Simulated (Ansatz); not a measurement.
Relaxation of the cluster Ti₃Cl₃ with UKS PBE-D4/def2-SVP.

```sh
$ ansatz run in.yaml --threads 4 --pin off --events-out ev --progress --plain --max-ram 4787MiB
```

```yaml
crystal:
  periodic: [false, false, false]
  atoms:
    - {symbol: Ti, position_ang: [-0.213530, 0.665430, 0.045320]}
    - {symbol: Ti, position_ang: [-2.240090, -0.754090, -0.534570]}
    - {symbol: Ti, position_ang: [2.204340, 0.152260, 0.686070]}
    - {symbol: Cl, position_ang: [-3.094610, -2.534420, 0.465360]}
    - {symbol: Cl, position_ang: [3.920870, -0.424190, -0.582960]}
    - {symbol: Cl, position_ang: [-0.576990, 2.895020, -0.079210]}
basis:
  gaussian: {orbitals: def2-SVP}
magnetization: {spin_polarized: true, initial_magnetization: 1}
hamiltonian: {xc: pbe, dispersion: d4}
scf: {lower_state_search: "off"}
output: {orbitals: {seedname: orbitals}}
relax: {f_tol: 0.02, max_steps: 100}
```

It took 2.8 min on 4 threads of Arm Neoverse V1 on a shared host.

Positions (Å) and forces (eV/Å) at steps 1, 2, 3, 4, 5, 6, 7, 8, 9, 10, 11, 12, 13, 14, 15, 16, 19, 20 of 20:

```xyz
6
step=1 energy=-106860.2556 eV
Ti   -0.214    0.665    0.045    0.617   -0.194    0.320
Ti   -2.240   -0.754   -0.535    0.085    0.622   -0.312
Ti    2.204    0.152    0.686   -1.154    0.398    0.066
Cl   -3.095   -2.534    0.465    0.090   -0.216    0.220
Cl    3.921   -0.424   -0.583    0.355   -0.163   -0.275
Cl   -0.577    2.895   -0.079    0.008   -0.448   -0.019
6
step=2 energy=-106860.5470 eV
Ti   -0.159    0.511    0.108   -0.003   -0.519    0.124
Ti   -2.272   -0.619   -0.610    0.133    0.380    0.025
Ti    2.133    0.220    0.688   -0.407    0.264    0.016
Cl   -2.994   -2.428    0.491    0.183    0.088   -0.018
Cl    3.868   -0.386   -0.591    0.131   -0.092   -0.099
Cl   -0.577    2.702   -0.087   -0.037   -0.121   -0.049
6
step=3 energy=-106860.8109 eV
Ti   -0.173    0.329    0.168   -0.241   -0.738    0.127
Ti   -2.288   -0.456   -0.626    0.247    0.364    0.165
Ti    2.095    0.314    0.672   -0.033    0.230   -0.169
Cl   -2.883   -2.321    0.480    0.205    0.203   -0.113
Cl    3.845   -0.379   -0.588   -0.074   -0.031    0.080
Cl   -0.597    2.515   -0.105   -0.104   -0.029   -0.090
6
step=4 energy=-106861.1141 eV
Ti   -0.190    0.147    0.239   -0.326   -0.856    0.031
Ti   -2.293   -0.302   -0.627    0.692    0.423    0.368
Ti    2.071    0.412    0.635   -0.166    0.136   -0.315
Cl   -2.786   -2.215    0.456    0.162    0.215   -0.128
Cl    3.827   -0.375   -0.575   -0.148    0.012    0.167
Cl   -0.630    2.332   -0.128   -0.213    0.070   -0.123
6
step=5 energy=-106861.4848 eV
Ti   -0.199   -0.037    0.300   -0.338   -0.733   -0.168
Ti   -2.233   -0.137   -0.602    1.160    0.413    0.511
Ti    2.008    0.491    0.571   -0.339   -0.081   -0.329
Cl   -2.684   -2.096    0.429    0.037    0.074   -0.041
Cl    3.794   -0.368   -0.547   -0.171    0.064    0.189
Cl   -0.686    2.147   -0.151   -0.349    0.262   -0.162
6
step=6 energy=-106861.8088 eV
Ti   -0.208   -0.140    0.306   -0.273   -0.420   -0.083
Ti   -2.078   -0.044   -0.532    0.535    0.051    0.188
Ti    1.920    0.501    0.500    0.007    0.032   -0.239
Cl   -2.642   -2.037    0.408   -0.025    0.021    0.001
Cl    3.758   -0.366   -0.513   -0.154    0.042    0.145
Cl   -0.750    2.086   -0.168   -0.089    0.274   -0.013
6
step=7 energy=-106861.8847 eV
Ti   -0.217   -0.251    0.301    0.441    0.024    0.488
Ti   -1.933   -0.039   -0.522   -0.783   -0.338   -0.538
Ti    1.850    0.611    0.359    0.141    0.021   -0.325
Cl   -2.681   -1.996    0.409   -0.015    0.003    0.006
Cl    3.713   -0.382   -0.450   -0.147    0.083    0.128
Cl   -0.732    2.056   -0.096    0.363    0.208    0.241
6
step=8 energy=-106862.0438 eV
Ti   -0.233   -0.281    0.395    0.096    0.037    0.283
Ti   -1.895   -0.080   -0.592    0.020   -0.187   -0.239
Ti    1.807    0.687    0.184   -0.270   -0.093   -0.291
Cl   -2.712   -1.981    0.406   -0.027    0.003    0.001
Cl    3.705   -0.390   -0.393   -0.114    0.110    0.072
Cl   -0.671    2.046    0.000    0.295    0.130    0.174
6
step=9 energy=-106862.2663 eV
Ti   -0.278   -0.310    0.539    0.021   -0.236    0.331
Ti   -1.801   -0.124   -0.673    0.520    0.024   -0.135
Ti    1.707    0.708    0.018   -0.420   -0.249   -0.356
Cl   -2.726   -1.957    0.396    0.024    0.078   -0.005
Cl    3.673   -0.362   -0.360   -0.257    0.174    0.071
Cl   -0.575    2.045    0.080    0.111    0.209    0.094
6
step=10 energy=-106862.5861 eV
Ti   -0.323   -0.344    0.691   -0.182   -0.438    0.319
Ti   -1.658   -0.152   -0.748    0.820    0.157   -0.054
Ti    1.592    0.690   -0.143   -0.305   -0.401   -0.369
Cl   -2.715   -1.913    0.378    0.172    0.223    0.017
Cl    3.628   -0.332   -0.335   -0.426    0.236    0.046
Cl   -0.523    2.051    0.157   -0.080    0.224    0.040
6
step=11 energy=-106862.9469 eV
Ti   -0.381   -0.389    0.839   -0.366   -0.374   -0.132
Ti   -1.483   -0.161   -0.821    0.852    0.125    0.238
Ti    1.469    0.642   -0.290   -0.108   -0.549   -0.127
Cl   -2.671   -1.844    0.359    0.339    0.328    0.054
Cl    3.568   -0.300   -0.320   -0.569    0.280   -0.022
Cl   -0.503    2.051    0.233   -0.148    0.189   -0.011
6
step=12 energy=-106863.2233 eV
Ti   -0.448   -0.458    0.913   -0.344   -0.129   -0.204
Ti   -1.299   -0.131   -0.879    0.451    0.084    0.275
Ti    1.351    0.536   -0.348    0.057    0.045   -0.010
Cl   -2.561   -1.747    0.366    0.054    0.015    0.076
Cl    3.477   -0.253   -0.324   -0.257    0.050   -0.054
Cl   -0.520    2.053    0.272    0.039   -0.065   -0.083
6
step=13 energy=-106863.2647 eV
Ti   -0.501   -0.500    0.934   -0.045    0.027    0.094
Ti   -1.173   -0.126   -0.885   -0.019   -0.046    0.002
Ti    1.304    0.581   -0.392    0.392   -0.034   -0.010
Cl   -2.524   -1.733    0.362   -0.124   -0.130   -0.038
Cl    3.394   -0.269   -0.321   -0.137    0.035   -0.066
Cl   -0.499    2.047    0.303   -0.067    0.147    0.017
6
step=14 energy=-106863.2839 eV
Ti   -0.640   -0.434    1.062    0.155    0.104   -0.268
Ti   -1.076   -0.180   -0.850    0.234   -0.024    0.124
Ti    1.383    0.616   -0.267   -0.446   -0.196    0.139
Cl   -2.549   -1.775    0.283   -0.007   -0.005    0.015
Cl    3.410   -0.295   -0.484    0.082   -0.018   -0.041
Cl   -0.528    2.069    0.256   -0.018    0.139    0.030
6
step=15 energy=-106863.3048 eV
Ti   -0.646   -0.401    1.053   -0.042    0.000    0.076
Ti   -1.021   -0.212   -0.866   -0.048   -0.001   -0.031
Ti    1.350    0.587   -0.200    0.077    0.032   -0.011
Cl   -2.533   -1.766    0.285    0.002   -0.029   -0.019
Cl    3.383   -0.295   -0.526    0.004   -0.010   -0.010
Cl   -0.533    2.087    0.254    0.007    0.008   -0.006
6
step=16 energy=-106863.3066 eV
Ti   -0.672   -0.378    1.074    0.011   -0.022   -0.014
Ti   -1.020   -0.201   -0.855    0.023   -0.028   -0.002
Ti    1.357    0.588   -0.187   -0.025    0.010    0.013
Cl   -2.509   -1.792    0.266   -0.021   -0.017    0.005
Cl    3.377   -0.314   -0.545   -0.011   -0.001   -0.004
Cl   -0.534    2.097    0.247    0.022    0.058    0.002
6
step=19 energy=-106863.3078 eV
Ti   -0.694   -0.363    1.079    0.006    0.001    0.028
Ti   -1.004   -0.210   -0.851   -0.003    0.005   -0.028
Ti    1.352    0.595   -0.168   -0.008   -0.001    0.000
Cl   -2.490   -1.817    0.256   -0.004   -0.006    0.000
Cl    3.354   -0.327   -0.562    0.005   -0.001   -0.001
Cl   -0.518    2.123    0.247    0.003    0.003    0.000
6
step=20 energy=-106863.3079 eV
Ti   -0.696   -0.361    1.081    0.001   -0.003   -0.008
Ti   -1.007   -0.207   -0.852    0.003   -0.005    0.006
Ti    1.350    0.593   -0.168    0.001    0.000   -0.001
Cl   -2.487   -1.821    0.255    0.000    0.003    0.000
Cl    3.354   -0.328   -0.562   -0.007    0.002    0.001
Cl   -0.515    2.125    0.247    0.001    0.004    0.000
```

The charge 0 doublet is spin-contaminated (final ⟨S²⟩ up to 1.82, 0.75 for a pure state). The relaxation made no stability test and no search for a lower SCF solution. No other spin state of charge 0 was run. Another isomer (doublet) lies 0.04 eV lower at PBE-D4/def2-TZVP; other spin states weren't run for this one.
